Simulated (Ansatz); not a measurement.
Single points on Li6H5.

```yaml
crystal:
  periodic: [false, false, false]
  atoms:
    - {symbol: Li, position_ang: [1.575172, -1.017456, -1.083655]}
    - {symbol: Li, position_ang: [0.052934, 0.058481, 1.859464]}
    - {symbol: Li, position_ang: [-1.106872, -0.442878, -0.202260]}
    - {symbol: Li, position_ang: [0.424432, 1.787372, -1.211400]}
    - {symbol: Li, position_ang: [-1.325631, 2.553222, 0.623346]}
    - {symbol: Li, position_ang: [0.779646, -2.759775, 0.732009]}
    - {symbol: H, position_ang: [-0.599913, 3.098007, -0.801019]}
    - {symbol: H, position_ang: [-1.344631, 0.881654, 1.049737]}
    - {symbol: H, position_ang: [0.171340, 0.038274, -1.409435]}
    - {symbol: H, position_ang: [1.747575, -2.668699, -0.646130]}
    - {symbol: H, position_ang: [-0.374051, -1.528222, 1.089352]}
basis:
  gaussian: {orbitals: def2-TZVP, initial_orbitals: start.molden}
magnetization: {spin_polarized: true, initial_magnetization: 1}
hamiltonian: {xc: pbe, dispersion: d4}
scf: {omitted_lower_state_checks: [starts]}
output: {forces: true, orbitals: {seedname: orbitals}}
```

The file start.molden holds the orbitals of an earlier run on this structure, at another level or in another basis.

```sh
$ ansatz run in.yaml --threads 4 --pin off --events-out ev --progress --plain --max-ram 3916MiB
```

It prints (some lines left out):

```
Functional definition: PBE
994 factors; their error is unknown
mean field evaluation 1: about -1306.1093 eV, gradient 4.8e0 eV
mean field evaluation 2: about -1306.1608 eV, gradient 7.4e-2 eV
mean field evaluation 4: about -1306.1611 eV, gradient 8.1e-4 eV
mean field -1306.16113579 eV, -48.0005363925 hartree, gradient 1.9e-5 eV, S^2 0.750881; 0 other end points of the search recorded, 0 dependent functions left out
reference -1306.16121424 eV, -48.0005392753 hartree; 12, 11 occupied and 102, 103 virtual orbitals, 994 factors
Total energy: -1306.35225164 eV, -48.0075597705 hartree
Atom 0 at     1.575172    -1.017456    -1.083655 Å, force    -0.043046    -0.020486     0.009705 eV/Å
Atom 1 at     0.052934     0.058481     1.859464 Å, force    -0.012811    -0.004977    -0.011673 eV/Å
Atom 2 at    -1.106872    -0.442878    -0.202260 Å, force     0.013777     0.005132    -0.009727 eV/Å
Atom 3 at     0.424432     1.787372    -1.211400 Å, force    -0.043904    -0.011034     0.015797 eV/Å
Atom 4 at    -1.325631     2.553222     0.623346 Å, force     0.019796    -0.031245    -0.048365 eV/Å
Atom 5 at     0.779646    -2.759775     0.732009 Å, force    -0.004577     0.035633    -0.041957 eV/Å
Atom 6 at    -0.599913     3.098007    -0.801019 Å, force     0.012150    -0.002151     0.023387 eV/Å
Atom 7 at    -1.344631     0.881654     1.049737 Å, force     0.011847     0.005064     0.019232 eV/Å
Atom 8 at     0.171340     0.038274    -1.409435 Å, force     0.030050     0.005256     0.009975 eV/Å
Atom 9 at     1.747575    -2.668699    -0.646130 Å, force     0.006470     0.010985     0.017327 eV/Å
Atom 10 at    -0.374051    -1.528222     1.089352 Å, force     0.010248     0.007823     0.016297 eV/Å
Dipole moment:    -0.394749    -0.152013     0.369961 e Å
Checks for a lower state left out: starts
```

It took 1.4 s on 4 threads of Arm Neoverse V2 on a shared host.

As the first input, with `hamiltonian: {xc: pbe0, dispersion: d4}`, `output: {orbitals: {seedname: orbitals}}` (abridged; 1.4 s):

```
Functional definition: PBE0
mean field -1307.09806778 eV, -48.0349680079 hartree, gradient 6.6e-5 eV, S^2 0.750743
Total energy: -1307.26332897 eV, -48.0410412447 hartree
Checks for a lower state left out: starts
```

As the first input, with `hamiltonian: {xc: r2scan, dispersion: d4}`, `output: {orbitals: {seedname: orbitals}}` (abridged; 2.4 s):

```
Functional definition: r2SCAN
mean field -1309.49258110 eV, -48.1229647496 hartree, gradient 1.4e-5 eV, S^2 0.751609
Total energy: -1309.54793297 eV, -48.1249988931 hartree
Checks for a lower state left out: starts
```

First input, but with `gaussian: {orbitals: def2-TZVPP, initial_orbitals: start.molden}`, `correlation: {method: ccsd_t}`, `scf: {omitted_lower_state_checks: [starts, cluster_reference]}`, `output: {orbitals: {seedname: orbitals}}` and without the key `hamiltonian` (abridged; 5.9 min):

```
Functional definition: HF
mean field -1296.59594638 eV, -47.6490221650 hartree, gradient 1.2e-6 eV, S^2 0.751325
second order -9.30865451 eV of doubles, -0.00000000 eV of singles
cycle   1  -10.69692919 eV  change    -1.4e0 eV  update   7.7e-2
cycle   2  -11.14118391 eV  change   -4.4e-1 eV  update   3.0e-2
cycle   3  -11.12691131 eV  change    1.4e-2 eV  update   1.2e-2
cycle   4  -11.12628722 eV  change    6.2e-4 eV  update   5.8e-3
cycle   5  -11.12966071 eV  change   -3.4e-3 eV  update   3.0e-3
cycle   6  -11.12916517 eV  change    5.0e-4 eV  update   1.5e-3
cycle   7  -11.12867567 eV  change    4.9e-4 eV  update   8.1e-4
cycle   8  -11.12893785 eV  change   -2.6e-4 eV  update   4.1e-4
cycle   9  -11.12905077 eV  change   -1.1e-4 eV  update   2.1e-4
cycle  10  -11.12902617 eV  change    2.5e-5 eV  update   8.7e-5
cycle  11  -11.12897944 eV  change    4.7e-5 eV  update   3.6e-5
cycle  12  -11.12897211 eV  change    7.3e-6 eV  update   1.6e-5
perturbative correction -0.08462446 eV, -0.0031098916 hartree
Total energy: -1307.80954295 eV, -48.0611142382 hartree
Checks for a lower state left out: starts, cluster_reference
```

The first input with `hamiltonian: {xc: {name: CAM-B3LYP}, dispersion: d4}`, `output: {orbitals: {seedname: orbitals}}` (abridged; 1.9 s):

```
Functional definition: CAM-B3LYP
mean field -1308.66730941 eV, -48.0926365743 hartree, gradient 2.4e-5 eV, S^2 0.750466
Total energy: -1308.83499591 eV, -48.0987989396 hartree
Checks for a lower state left out: starts
```

First input, but with `hamiltonian: {xc: {name: B2PLYP}}` and without the key `output` (abridged; 1.6 s):

```
Functional definition: B2PLYP
mean field -1306.33029310 eV, -48.0067528091 hartree, gradient 2.0e-6 eV, S^2 0.750614
second order -9.55766818 eV of doubles, -0.00000000 eV of singles
Total energy: -1308.91106751 eV, -48.1015945193 hartree
Checks for a lower state left out: starts
```

Geometry: r2SCAN-D4/def2-TZVP.

Correlated methods freeze no core orbitals; core or outer-core shells of Li are correlated, in sets that lack core-valence functions. Another isomer (doublet) lies 0.70 eV lower at PBE0-D4/def2-TZVP; other spin states weren't run for this one.
